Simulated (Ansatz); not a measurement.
```yaml
crystal:
  periodic: [false, false, false]
  atoms:
    - {symbol: B, position_ang: [-2.540829, -2.063361, 1.987328]}
    - {symbol: C, position_ang: [-1.602874, -1.150498, 1.056700]}
    - {symbol: C, position_ang: [-0.695146, -0.323485, 0.665321]}
    - {symbol: Zn, position_ang: [0.437855, 0.718942, -0.299849]}
    - {symbol: C, position_ang: [1.555028, 1.961609, -1.103217]}
    - {symbol: Se, position_ang: [2.927396, 0.680800, -1.792178]}
    - {symbol: H, position_ang: [-3.185018, -2.643487, 1.350777]}
    - {symbol: H, position_ang: [-2.534925, -2.234189, 3.173635]}
    - {symbol: H, position_ang: [1.389248, 2.531082, -2.182581]}
    - {symbol: H, position_ang: [2.094828, 2.496319, -0.470127]}
    - {symbol: H, position_ang: [2.158174, -0.234236, -2.735745]}
basis:
  gaussian: {orbitals: pcseg-2}
hamiltonian: {xc: {name: SPW92}}
relax: {f_tol: 0.001, max_steps: 1}
output: {forces: true}
```

```sh
$ ansatz run in.yaml --threads 2 --pin off --events-out ev --progress --plain --max-ram 32768MiB --backend cuda --devices 0, --max-vram 18GiB
```

**Question.** How does Ansatz answer? (Best estimate.)

**Answer.** Ansatz gave: No converged result was reached.
```
Functional definition: SPW92
1741 factors; their error is unknown
mean field evaluation 1: about -117368.3547 eV, gradient 1.6e2 eV
mean field evaluation 2: about -116353.0214 eV, gradient 4.1e2 eV
mean field evaluation 4: about -117285.0853 eV, gradient 1.6e2 eV
mean field evaluation 8: about -117429.2718 eV, gradient 6.9e0 eV
mean field -117429.39786696 eV, -4315.4507751061 hartree, gradient 1.8e-5 eV, S^2 0.000000; 0 other end points of the search recorded, 0 dependent functions left out
reference -117429.39792465 eV, -4315.4507772261 hartree; 46, 46 occupied and 243, 243 virtual orbitals, 1741 factors
relax step   1: F+E_penalty+E_count = -117429.39786696 eV  Δ(F+E_penalty+E_count) = +0.000e0 eV  max|allowed force component| = 6.828e0 eV/Å  Δτ_max = 0.0000 Å  (63 SCF iters, accepted)
Error: geometry relaxation did not converge after 1 steps: max|allowed force component| = 6.83e0 eV/Å (threshold 1.0e-3). Raise `relax.max_steps` over both its present limit and 1, loosen `relax.f_tol`, or start from a geometry closer to equilibrium. Where this run's directory can be resumed (`checkpoint.write`), a resume goes on for up to `relax.max_steps` more
```
